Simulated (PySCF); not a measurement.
Compound: C₈H₁₃F.
SMILES with atom numbers: `[F:1][C@@:2]12[CH2:3][CH2:4][CH2:5][C@@H:6]([CH2:7][CH2:8]1)[CH2:9]2` (hydrogens: H10, H11 on C3; H12, H13 on C4; H14, H15 on C5; H16 on C6; H17, H18 on C7; H19, H20 on C8; H21, H22 on C9)

The same species was optimised twice, with GFN2-xTB and with PBE0-D3(BJ)/def2-SVP (PySCF), and the same property calculations (PySCF, gas phase) were run on both structures.

```json
{"coordinate": "F1–C2 (Å)", "GFN2-xTB": "1.390", "PBE0-D3(BJ)/def2-SVP": "1.381", "change": "-0.009"}
{"coordinate": "C6–C7 (Å)", "GFN2-xTB": "1.538", "PBE0-D3(BJ)/def2-SVP": "1.545", "change": "+0.007"}
{"coordinate": "C7–C8 (Å)", "GFN2-xTB": "1.540", "PBE0-D3(BJ)/def2-SVP": "1.545", "change": "+0.005"}
{"coordinate": "C6–C9 (Å)", "GFN2-xTB": "1.527", "PBE0-D3(BJ)/def2-SVP": "1.530", "change": "+0.003"}
{"coordinate": "C2–C3 (Å)", "GFN2-xTB": "1.526", "PBE0-D3(BJ)/def2-SVP": "1.523", "change": "-0.003"}
{"coordinate": "C5–C6 (Å)", "GFN2-xTB": "1.531", "PBE0-D3(BJ)/def2-SVP": "1.533", "change": "+0.002"}
{"coordinate": "C2–C9 (Å)", "GFN2-xTB": "1.525", "PBE0-D3(BJ)/def2-SVP": "1.524", "change": "-0.001"}
{"coordinate": "C2–C8 (Å)", "GFN2-xTB": "1.534", "PBE0-D3(BJ)/def2-SVP": "1.535", "change": "+0.001"}
{"coordinate": "C3–C4 (Å)", "GFN2-xTB": "1.528", "PBE0-D3(BJ)/def2-SVP": "1.529", "change": "+0.001"}
{"coordinate": "C4–C5 (Å)", "GFN2-xTB": "1.530", "PBE0-D3(BJ)/def2-SVP": "1.529", "change": "-0.001"}
{"coordinate": "C2–C3–C4 (°)", "GFN2-xTB": "110.2", "PBE0-D3(BJ)/def2-SVP": "111.1", "change": "+0.9"}
{"coordinate": "C2–C9–C6 (°)", "GFN2-xTB": "99.6", "PBE0-D3(BJ)/def2-SVP": "100.3", "change": "+0.7"}
{"coordinate": "C7–C6–C9 (°)", "GFN2-xTB": "102.6", "PBE0-D3(BJ)/def2-SVP": "102.0", "change": "-0.6"}
{"coordinate": "F1–C2–C8 (°)", "GFN2-xTB": "110.6", "PBE0-D3(BJ)/def2-SVP": "111.2", "change": "+0.6"}
{"coordinate": "C8–C2–C9 (°)", "GFN2-xTB": "103.2", "PBE0-D3(BJ)/def2-SVP": "102.7", "change": "-0.5"}
{"coordinate": "C3–C4–C5 (°)", "GFN2-xTB": "111.9", "PBE0-D3(BJ)/def2-SVP": "112.4", "change": "+0.5"}
{"coordinate": "F1–C2–C9 (°)", "GFN2-xTB": "111.8", "PBE0-D3(BJ)/def2-SVP": "112.2", "change": "+0.4"}
{"coordinate": "C3–C2–C8 (°)", "GFN2-xTB": "112.8", "PBE0-D3(BJ)/def2-SVP": "112.5", "change": "-0.3"}
```

Rotational constants: A = 2431, B = 1704, C = 1414 MHz (GFN2-xTB) against A = 2425, B = 1698, C = 1407 MHz (PBE0-D3(BJ)/def2-SVP). Point groups within 0.08 Å: C1 and C1.

On the GFN2-xTB structure: HOMO (eV) -8.31 [PBE0/pcSseg-1]; LUMO (eV) 1.12 [PBE0/pcSseg-1]; dipole (D) 2.05 [PBE0/pcSseg-1]; GIAO shielding of F1 (ppm) 350.2 [PBE0/pcSseg-1]; GIAO shielding of C2 (ppm) 84.0 [PBE0/pcSseg-1]; GIAO shielding of C3 (ppm) 145.8 [PBE0/pcSseg-1]; GIAO shielding of C4 (ppm) 163.6 [PBE0/pcSseg-1]; GIAO shielding of C5 (ppm) 151.7 [PBE0/pcSseg-1]; GIAO shielding of C6 (ppm) 148.8 [PBE0/pcSseg-1]; GIAO shielding of C7 (ppm) 157.6 [PBE0/pcSseg-1]; GIAO shielding of C8 (ppm) 150.7 [PBE0/pcSseg-1].

Q: What do these properties become on the PBE0-D3(BJ)/def2-SVP structure?

A: 
| property | level | on GFN2-xTB | on PBE0-D3(BJ)/def2-SVP | change |
| --- | --- | --- | --- | --- |
| HOMO (eV) | PBE0/pcSseg-1 | -8.31 | -8.32 | -0.01 |
| LUMO (eV) | PBE0/pcSseg-1 | 1.12 | 1.08 | -0.04 |
| dipole (D) | PBE0/pcSseg-1 | 2.05 | 2.00 | -0.05 |
| energy, GFN2-xTB geometry as zero (kcal/mol) | PBE0/pcSseg-1 | 0.0 | -0.3 | -0.3 |
| GIAO shielding of F1 (ppm) | PBE0/pcSseg-1 | 350.2 | 352.5 | +2.3 |
| GIAO shielding of C2 (ppm) | PBE0/pcSseg-1 | 84.0 | 85.8 | +1.8 |
| GIAO shielding of C3 (ppm) | PBE0/pcSseg-1 | 145.8 | 144.6 | -1.2 |
| GIAO shielding of C4 (ppm) | PBE0/pcSseg-1 | 163.6 | 162.4 | -1.2 |
| GIAO shielding of C5 (ppm) | PBE0/pcSseg-1 | 151.7 | 150.7 | -1.0 |
| GIAO shielding of C6 (ppm) | PBE0/pcSseg-1 | 148.8 | 147.5 | -1.3 |
| GIAO shielding of C7 (ppm) | PBE0/pcSseg-1 | 157.6 | 155.5 | -2.1 |
| GIAO shielding of C8 (ppm) | PBE0/pcSseg-1 | 150.7 | 148.9 | -1.8 |

The heavy atoms differ by 0.009 Å rms after alignment. Among bonds between heavy atoms F1–C2 changes most (-0.009 Å). Changes are differences of the printed values. Neither structure is proved a minimum here.
